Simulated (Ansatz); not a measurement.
Isomers of CH7FSi2, B3LYP-D3(BJ)/def2-TZVP minima from an xTB search, which can miss the lowest.
Isomer 1, SMILES F[SiH2]C[SiH3] (charge 0, multiplicity 1):
```xyz
11

F     -1.89435     1.23924     0.58195
Si    -1.58180    -0.21797    -0.02786
C      0.14406    -0.23619    -0.71503
Si     1.49983     0.33319     0.46024
H     -2.59743    -0.47749    -1.07162
H     -1.71888    -1.19787     1.07141
H      0.18125     0.37540    -1.62139
H      0.36261    -1.26615    -1.01974
H      2.83391     0.09281    -0.13986
H      1.41142    -0.42245     1.73258
H      1.35938     1.77747     0.74932
```
Isomer 2, SMILES C[SiH2][SiH2]F (charge 0, multiplicity 1, Z-matrix in Å and degrees):
```
Si
H 1 1.4848
H 1 1.4848 2 108.03
C 1 1.8833 2 110.40 3 120.80
H 4 1.0913 1 110.65 2 -59.69
H 4 1.0914 5 107.99 1 121.67
H 4 1.0914 5 107.99 6 116.67
Si 1 2.3477 2 109.17 3 -118.62
F 8 1.6150 1 110.46 2 59.00
H 8 1.4840 9 107.43 1 121.92
H 8 1.4840 10 108.19 9 -115.69
```

Frozen-core correlation. MP2 and its Hartree–Fock in cc-pV(Q+d)Z are density fitted.

Programs: Ansatz (a quantum-chemistry and plane-wave program) with Gaussian orbitals. 

The energy of isomer 2 above isomer 1 is E(isomer 2) − E(isomer 1). Total energies (hartree):

| level | isomer 2 | isomer 1 |
|---|---|---|
| HF/cc-pV(T+d)Z | -719.4000789 | -719.4099210 |
| MP2/cc-pV(T+d)Z | -720.0810675 | -720.0919685 |
| HF/cc-pV(Q+d)Z | -719.4196374 | -719.4297057 |
| MP2/cc-pV(Q+d)Z | -720.1542844 | -720.1652888 |
| CCSD(T)/cc-pV(T+d)Z | -720.1559974 | -720.1644520 |

Problem. Work out the energy of isomer 2 above isomer 1 at the basis-set limit: extrapolate the MP2 correlation part as X⁻³, take Hartree–Fock from the larger set, and add the CCSD(T) − MP2 difference of cc-pV(T+d)Z.

Solution. 
1. Differences (1 hartree = 627.509 kcal/mol): HF/cc-pV(T+d)Z 6.176; MP2/cc-pV(T+d)Z 6.840; HF/cc-pV(Q+d)Z 6.318; MP2/cc-pV(Q+d)Z 6.905; CCSD(T)/cc-pV(T+d)Z 5.305.
2. Correlation parts, MP2 less HF: 0.664 in cc-pV(T+d)Z (X = 3), 0.587 in cc-pV(Q+d)Z (X = 4).
3. Limit (4³·(0.587) − 3³·(0.664))/(4³ − 3³) = 0.531; with HF/cc-pV(Q+d)Z it gives 6.849.
4. CCSD(T) less MP2 in cc-pV(T+d)Z: -1.535.
Result: 5.31 kcal/mol, against 6.84 at MP2/cc-pV(T+d)Z. It is an estimate of this method's limit, not of the exact value.
